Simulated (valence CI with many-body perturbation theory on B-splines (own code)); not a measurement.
The numbers below are computed, except where a source is named.
Ladder of approximations for Ir4+

Level of theory: relativistic CI+MBPT: five valence electrons over a frozen Dirac-Fock core [Xe] 4f14, a basis of 7 s, 7 p, 8 d, 6 f, 4 g, 1 h functions for each j, with the one-electron correlation potential Σ1, the two-electron term Σ2, the three-electron term Σ3, Breit, model QED; selected CI, second order for the rest, scaled by the run's own slope (own B-spline code, finite nucleus).

No measured spectrum was set against this ion. As an estimate, terms of the open shell hold to 2 to 4 % of their energy, and close levels can change places; different configurations can be misplaced against each other by 1,000 to 8,000 cm⁻¹. Core correlation moves these levels by up to 13000 cm⁻¹, and in measured spectra 5 to 20 % of such shifts remained as error; rates that hang on mixing are uncertain with them. Among the levels kept, up to 1400 cm⁻¹ of a level comes from second order outside the variational space, and about a tenth of that is noise between levels of different J, which matters for small intervals. Only levels of the ground parity were solved; by the run's estimate the other parity begins above the list, which can be wrong where configurations are misplaced.

Each rung adds one term. CI alone is the Dirac-Coulomb CI over the frozen core; QED comes last and gives the full result, which names the levels. Energies are above (5d3/2^3 5d5/2^2) J=5/2 [a] on the same rung, in cm⁻¹.

Levels are named by their leading jj configuration (3d3/2^4 stands for four electrons in 3d with j = 3/2), which in mixed levels can hold well under half, so a name can repeat and another be missing. Letters in brackets count levels of one name in rising energy.

```
                      Level  CI alone     Σ1     Σ2    Σ3  Breit   QED   Full
      (5d3/2^4 5d5/2) J=5/2     17630   -271   +144  -137   +152   -18  17500
(5d3/2^3 5d5/2^2) J=7/2 [a]     22814   +276   -205   -94   -0.8  +4.3  22795
    (5d3/2^3 5d5/2^2) J=3/2     22746   +252   +778   -88    +42  +2.8  23733
   (5d3/2^3 5d5/2^2) J=11/2     24252   +420   -347  -150    -43  +6.3  24139
(5d3/2^3 5d5/2^2) J=5/2 [b]     23836   +501   +306   -98    -40   +13  24517
    (5d3/2^3 5d5/2^2) J=9/2     25016   +538   -276  -106    -78   +14  25108
    (5d3/2^3 5d5/2^2) J=1/2     25274   +488  +1214   -55    -12   +14  26923
(5d3/2^2 5d5/2^3) J=7/2 [a]     29373   +787   +178  -7.0   -119   +25  30237
(5d3/2^3 5d5/2^2) J=5/2 [c]     30550   +668  +1005  -2.9    -67   +21  32173
(5d3/2^2 5d5/2^3) J=1/2 [a]     32434  +1072  +1062   -13   -154   +37  34437
   (5d3/2^2 5d5/2^3) J=11/2     35154   +809   -566  -261   -106   +18  35046
(5d3/2^2 5d5/2^3) J=3/2 [a]     33296  +1026  +1517   -22   -162   +38  35693
(5d3/2^3 5d5/2^2) J=7/2 [b]     36398   +507   +348  -275    -13  +8.4  36973
(5d3/2^2 5d5/2^3) J=9/2 [a]     37565   +739   +106  -103    -68   +17  38256
(5d3/2^2 5d5/2^3) J=3/2 [b]     36360   +805  +1434  -129    -69   +22  38422
   (5d3/2^2 5d5/2^3) J=13/2     38639  +1053   -665  -276   -180   +27  38600
(5d3/2^2 5d5/2^3) J=5/2 [a]     37787  +1125  +1127  +3.2   -134   +33  39941
(5d3/2^2 5d5/2^3) J=5/2 [b]     42456  +1315  +1452  -188   -226   +46  44855
(5d3/2^2 5d5/2^3) J=9/2 [b]     43616  +1098   +894  -232   -156   +31  45251
```

The middle columns are the shifts that each term adds.

Question: How does the ionisation energy move along the ladder, and which term matters most?

Answer: CI alone 55.418, + Σ1 56.591, + Σ2 57.574, + Σ3 57.549, + Breit 57.589, + QED 57.592 eV. The largest step is Σ1, 1.173 eV. NIST lists 57 ± 1.9 eV (theoretical).
